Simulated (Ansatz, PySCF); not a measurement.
Process, species as SMILES: ClC(Cl)(Cl)Cl [tetrachloromethane] + 3 C (CH4) -> 4 CCl (CH3Cl) [chloromethane]
Structures are relaxed separately at B3LYP-D3(BJ)/def2-TZVP in Ansatz (a first-principles code). Frequencies are from Ansatz or PySCF.
Geometry of the first species:
SMILES: ClC(Cl)(Cl)Cl
```xyz
5

C      0.0000     0.0000     0.0000
Cl     1.0327     1.0410     1.0081
Cl    -1.0056    -1.0297     1.0464
Cl    -1.0489     1.0136    -1.0192
Cl     1.0218    -1.0250    -1.0353
```

Property: bond separation energy (enthalpy at 298 K, with B3LYP-D3(BJ) rigid-rotor harmonic-oscillator terms), in kcal/mol. Correlated levels leave the core frozen unless marked. No spin-orbit coupling. No relativistic terms. FCI takes restricted orbitals. CBS(X,Y): correlation extrapolated as X^-3; Hartree-Fock from the larger set. [CCSD(T)-MP2]/basis is that difference in the basis named.

```csv
level,program,bond separation energy (kcal/mol)
PBE-D4/def2-TZVPD,Ansatz + dftd4,[?]
BLYP/def2-TZVPD,Ansatz,-6.6
revPBE-D3(BJ)/def2-TZVPD,Ansatz + dftd3,-2.4
B3LYP/def2-TZVPD,Ansatz,[?]
TPSSh-D4/def2-TZVPD,PySCF + dftd4,-6.2
HSE06-D3(BJ)/def2-TZVPD,Ansatz + dftd3,-5.3
HSE06/def2-TZVPD,Ansatz,-6.8
B2GP-PLYP-D3(BJ)/def2-TZVPD,Ansatz + dftd3,-3.6
B2GP-PLYP/def2-TZVPD,Ansatz,-5.7
B2PLYP-D3(BJ)/def2-TZVPD,Ansatz + dftd3,-4.0
B2PLYP/def2-TZVPD,Ansatz,-5.9
RPA@PBE/cc-pV(T+d)Z,Ansatz,[?]
SCS-MP2/cc-pV(D+d)Z,Ansatz,-2.8
CCSD/cc-pV(D+d)Z,Ansatz,-5.7
CCSD(T) with core electrons (1s frozen past Ne)/cc-pwCVTZ,Ansatz,[?]
FCI/STO-3G,Ansatz,-9.7
"RI-MP2/CBS(aug-cc-pV(T+d)Z,aug-cc-pV(Q+d)Z)+[CCSD(T)-MP2]/aug-cc-pV(T+d)Z",Ansatz,-4.5
```

### Question
Some entries are withheld; supply them.

### Answer

- PBE-D4/def2-TZVPD, bond separation energy (kcal/mol): -1.0
- B3LYP/def2-TZVPD, bond separation energy (kcal/mol): -8.8
- RPA@PBE/cc-pV(T+d)Z, bond separation energy (kcal/mol): -5.1
- CCSD(T) with core electrons (1s frozen past Ne)/cc-pwCVTZ, bond separation energy (kcal/mol): -3.9
